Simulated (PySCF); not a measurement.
C7H15OPS.
Cartesian coordinates in Å at the PBE0-D3(BJ)/def2-SVP level; atoms count from 1:
```xyz
25
C7H15OPS angstrom
C      3.6396   -0.8682   -0.1947
C      2.6975   -0.1483    0.7221
O      2.4649   -0.5025    1.8543
C      1.9684    1.0471    0.1357
P      0.3879    0.5359   -0.6737
S      0.6182   -0.4459   -2.3440
C     -0.5443   -0.2925    0.6687
C     -2.0750   -0.3075    0.5620
C     -2.6795    1.0820    0.7365
C     -2.5832   -0.9871   -0.7049
H      3.0858   -1.1569   -1.1056
H      4.0570   -1.7496    0.3064
H      4.4497   -0.1948   -0.5168
H      1.7197    1.7509    0.9443
H      2.5508    1.5547   -0.6468
H     -0.2423    1.8061   -0.8003
H     -0.2232    0.1775    1.6132
H     -0.1435   -1.3191    0.6830
H     -2.4068   -0.9164    1.4221
H     -3.7772    1.0231    0.7882
H     -2.3251    1.5663    1.6597
H     -2.4339    1.7438   -0.1099
H     -2.3154   -0.4160   -1.6074
H     -2.1509   -1.9916   -0.8255
H     -3.6790   -1.0851   -0.6745
```

All values: PBE0/pcSseg-1 (PySCF, non-relativistic), on one gas-phase PBE0-D3(BJ)/def2-SVP geometry that isn't relaxed in the solvent. The solvent is an IEF-PCM continuum (van der Waals radii × 1.2). Only the electrostatic response of the medium enters.

Gas phase at PBE0/pcSseg-1: HOMO -6.64 eV, LUMO -0.98 eV, dipole 2.73 D.

What does the continuum do to the energy, the frontier levels and the dipole at PBE0/pcSseg-1 in chloroform and water?

| solvent | ε | E(solvent) − E(gas) (kcal/mol) | polarisation term (kcal/mol) | distortion of the solute (kcal/mol) | HOMO (eV) | LUMO (eV) | dipole (D) |
| --- | --- | --- | --- | --- | --- | --- | --- |
| chloroform | 4.711 | -7.34 | -8.60 | 1.26 | -6.76 | -0.88 | 3.83 |
| water | 78.36 | -10.67 | -13.51 | 2.84 | -6.83 | -0.85 | 4.47 |

The first energy column is the sum of the next two and covers electrostatics alone. From chloroform to water the lowering changes by a factor 1.45, Onsager's factor (ε − 1)/(2ε + 1) by 1.38 and ε itself by 16.6.

Which radius a makes the point-dipole formula ΔE = −[(ε − 1)/(2ε + 1)]·μ²/a³ give the value in water, with the gas-phase dipole?

μ = 1.076 au and |ΔE| = 0.01701 Eh give a = 1.70 Å; the farthest nucleus lies 4.49 Å from the centroid of the nuclei, so such a sphere wouldn't even hold the nuclei. The formula assumes a rigid point dipole at the centre of a sphere.

Give the dipole vector in the frame of the coordinates (D, pointing from negative to positive charge), gas and water.

Gas (-0.52, 2.24, 1.47), solvent (-0.56, 3.67, 2.48). Its length changes by +63 % and its direction by 4°.

Which Mulliken charges (PBE0/pcSseg-1) respond most in chloroform (means over atoms taken as equivalent)?

| atoms | environment | gas (e) | solvent (e) | change |
| --- | --- | --- | --- | --- |
| S6 | sulfur bonded to P | -0.384 | -0.479 | -0.095 |
| P5 | phosphorus bonded to 2 C, S and H | +0.367 | +0.410 | +0.043 |
| O3 | ketone oxygen | -0.354 | -0.392 | -0.038 |
| H16 | P–H hydrogen | +0.090 | +0.120 | +0.030 |
| H14 | methylene hydrogen | +0.177 | +0.192 | +0.015 |
| H15 | methylene hydrogen | +0.180 | +0.194 | +0.014 |
| C10 | methyl carbon | -0.225 | -0.236 | -0.011 |
| H17 | methylene hydrogen | +0.169 | +0.177 | +0.008 |
| C7 | sp3 carbon bound to phosphorus | -0.381 | -0.388 | -0.007 |
| C9 | methyl carbon | -0.236 | -0.243 | -0.007 |
| C8 | sp3 CH carbon | -0.359 | -0.352 | +0.007 |
| C4 | sp3 carbon bound to phosphorus | -0.423 | -0.418 | +0.005 |

How do the nuclear quadrupole coupling constants eQVzz/h respond in chloroform?

| nucleus | Q (barn) | gas (MHz) | solvent (MHz) | η gas | η solvent |
| --- | --- | --- | --- | --- | --- |
| 17O at O3 | -0.0256 | 12.07 | 11.84 | 0.46 | 0.41 |
| 33S at S6 | -0.06781 | -38.33 | -37.49 | 0.08 | 0.07 |
